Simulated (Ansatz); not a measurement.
Two structures of BH7O4, closed shell, reached by relaxing down either side of one saddle point (PBE0-D4/def2-TZVP). Energies are electronic, without zero-point energy. Ansatz 0.2.0; basis: def2-TZVPP and def2-QZVPP; cores frozen in the correlated methods. Extrapolation: Hartree–Fock as exp(−7.88 √X), correlation as X^−2.97. First:

```tsv
atom	x (Å)	y (Å)	z (Å)
B1	-0.4002	0.7057	-1.0428
H2	0.5661	1.4013	-0.9621
O3	-0.2112	-0.6341	-1.2796
O4	-1.6746	1.1786	-1.0657
H5	0.5360	-0.1192	1.5309
O6	-0.1008	0.6139	1.6068
H7	1.0255	-1.3887	-0.0698
O8	1.4633	-1.5515	0.7826
H9	-1.0507	-1.0976	-1.3676
H10	-1.7254	2.1141	-0.8631
H11	-0.8334	0.2591	2.1145
H12	2.4053	-1.4815	0.6158
```

Second:

```tsv
atom	x (Å)	y (Å)	z (Å)
B1	-1.6221	0.2582	0.1355
H2	3.6244	-1.2712	-1.7661
O3	-2.9837	0.1940	0.0411
O4	-0.9224	1.2952	-0.3795
H5	0.9648	-0.3859	0.6894
O6	-0.9671	-0.7732	0.7829
H7	3.1467	-0.8964	-1.3289
O8	1.5717	0.2828	0.3374
H9	-3.3446	0.9478	-0.4305
H10	0.0372	1.1893	-0.2518
H11	-1.5735	-1.4541	1.0816
H12	2.0686	0.6137	1.0887
```

Task: Which bonds change from the first to the second?

Result: BH₃O₂ ([OH][BH][OH]) + H₂O + H₂O → BH₃O₃ ([OH][B]([OH])[OH]) + H₂O + H₂; bonds formed: B1–O6, H2–H7, H5–O8; bonds broken: B1–H2, H5–O6, H7–O8.

Task: Give the saddle point's structure and its height above each. (Judge from chemistry; the value comes from the calculation.)

Result: Computed: 131.4 kJ/mol above the first and 217.6 kJ/mol above the second (CCSD(T) at an estimated basis limit (MP2 extrapolated from triple and quadruple zeta, plus CCSD(T) − MP2 in triple zeta)).
```csv
atom,x (Å),y (Å),z (Å)
B1,-0.6241,0.1985,-0.4314
H2,0.6483,-0.0710,-0.9525
O3,-1.4792,-0.8595,-0.7718
O4,-0.9858,1.4523,-0.9502
H5,0.8052,-0.4441,1.1812
O6,-0.3566,0.1615,1.0581
H7,1.3056,-0.4973,-0.2489
O8,1.7488,-0.8709,0.7743
H9,-2.0036,-0.6369,-1.5428
H10,-0.4562,2.1709,-0.6041
H11,-1.1005,-0.2872,1.4725
H12,2.4980,-0.3162,1.0155
```

The T1 diagnostic stays at or below 0.012.

The step is the kind of ligand exchange by which a precursor binds to a hydroxyl group, or is hydrolysed, in atomic layer deposition of oxides.

Labels in which every atom is bracketed show which atoms are joined, not bond orders.

For scale, one of the runs: CCSD(T)/def2-TZVPP, 253 basis functions, launched by `ansatz run in.yaml --threads 8 --pin off --events-out ev --progress --plain --max-ram 19148MiB`. Hardware: 8 CPU threads of an AMD EPYC 7R13, shared host. Wall time 98 s; peak host memory 6.2 GiB.
